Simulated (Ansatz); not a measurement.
CH$_{3}$BBrF, SMILES `CB(F)Br`. The species carries charge 0 and has multiplicity 1. Geometry: relaxed with PBE0-D4/def2-TZVP.

```xyz
7

C    -0.030    0.047   -0.745
B     0.004    0.056    0.806
F    -0.301    1.147    1.480
Br    0.478   -1.484    1.859
H     0.259   -0.904   -1.186
H    -1.039    0.305   -1.086
H     0.629    0.834   -1.128
```

Task: What is the dipole moment at PBE/def2-TZVPP? (Estimate.)

Result: The calculation gave: 1.58 D, with components (-0.10, 0.20, -1.57) D in this frame, pointing from negative to positive charge.

Task: And with r2SCAN, B3LYP, ωB97M-V? (An estimate is asked.)

Result: The calculation gave: r2SCAN 1.69 D, B3LYP 1.64 D, ωB97M-V 1.68 D.

Task: Give the Mulliken charges with PBE, ωB97M-V, B3LYP in def2-TZVPP. (Estimate.)

Result: Computed: 
| atom | PBE | ωB97M-V | B3LYP |
| --- | --- | --- | --- |
| C1 | -0.33 | -0.32 | -0.30 |
| B2 | 0.25 | 0.26 | 0.30 |
| F3 | -0.17 | -0.21 | -0.22 |
| Br4 | -0.10 | -0.09 | -0.11 |
| H5 | 0.11 | 0.12 | 0.11 |
| H6 | 0.12 | 0.13 | 0.11 |
| H7 | 0.12 | 0.13 | 0.11 |

B3LYP here is the variant with VWN-RPA as its local correlation; programs differ in this.
